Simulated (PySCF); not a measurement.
H4P, SMILES [PH4+], charge +1.

The structure is a stationary point at TPSSh-D3(BJ)/def2-TZVPD. The isomer is the one that the SMILES or the coordinates give; other isomers of the formula were not compared.

Two levels are set side by side: TDA-PBE/def2-TZVPD (PySCF) and TDA-B3LYP/def2-TZVPD (PySCF). Vertical, same geometry. The lowest singlet is HOMO−2→LUMO+1 50 %, HOMO−1→LUMO 50 % with PBE and HOMO→LUMO 50 %, HOMO−2→LUMO+2 50 % with the other functional; states are paired by order. Differences are taken from unrounded values.

| quantity | TDA-B3LYP |
|---|---|
| lowest singlet excitation (eV) | 11.02 |
| lowest triplet excitation (TDA) (eV) | 9.81 |
| first bright state (f over 0.05) (eV) | 12.71 |
| its oscillator strength | 0.51 |

What does TDA-PBE give, and how far is it from TDA-B3LYP? (An estimate is asked for; the answer gives what the named calculation found.)


```
quantity                               TDA-PBE  TDA-PBE minus TDA-B3LYP
-------------------------------------  -------  -----------------------
lowest singlet excitation (eV)           10.73                    -0.29
lowest triplet excitation (TDA) (eV)      9.44                    -0.37
first bright state (f over 0.05) (eV)    12.42                    -0.28
its oscillator strength                   0.44                    -0.07
```

Rough cost on one machine, each run with all the roots and properties that it gave: TDA-B3LYP against TDA-PBE within a factor of 2.
